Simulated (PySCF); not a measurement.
Computed Raman spectrum (relative Raman activity) of a molecule C2H4N2OSi. Coordinates come from a r2SCAN-D4/def2-SVP optimisation. The values are those of a single conformer. Method: r2SCAN-D4/def2-SVP (PySCF). Frequencies are harmonic and unscaled.

Lines under 2 % of the strongest are left out, and lines within 2 cm⁻¹ are merged.

ν (cm⁻¹): 171 (vw), 422 (vw), 647 (vw), 708 (w), 747 (w), 887 (vw), 940 (vw), 1007 (vw), 1341 (w), 1576 (w), 1671 (vw), 2278 (vs), 3117 (vs), 3129 (vs), 3881 (s) (against the strongest line: vs over 80 %, s over 45 %, m over 15 %, w over 4 %, vw less)

**Question.** Which structure fits?
(A) N#C/N=C/O[SiH3]
(B) C1=NC=N[SiH2]O1
(C) O[Si@H]1C=NC=N1
(D) O[SiH]1N=CC=N1

**Answer.** C, O[Si@H]1C=NC=N1
